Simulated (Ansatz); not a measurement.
Cartesian coordinates (Å):
```xyz
7

O     -1.3063    -0.4052     0.0701
B      0.0000     0.0000     0.0000
O      1.0085    -0.9231     0.0798
O      0.2978     1.3283    -0.1500
H     -1.3959    -1.3573     0.1751
H      1.8827    -0.5260     0.0192
H     -0.4867     1.8833    -0.1944
```
Charge 0, spin multiplicity 1.

These are frozen-core CCSD(T)/cc-pVTZ // B3LYP-D3(BJ)/def2-TZVP run with Ansatz (a quantum-chemistry and plane-wave program) values and carry that method's errors.

```
Item                            Value
----------------------  -------------
HF energy               -251.30102 Ha
MP2 correlation energy    -0.81782 Ha
```

**Question.** Estimate the CCSD correlation energy, the (T) correction, the total energy and the T1 diagnostic.

**Answer.** 
```json
{
  "CCSD correlation energy": "-0.82660 Ha",
  "(T) correction": "-0.02903 Ha",
  "CCSD(T) total energy": "-252.15665 Ha",
  "T1 diagnostic": "0.011"
}
```
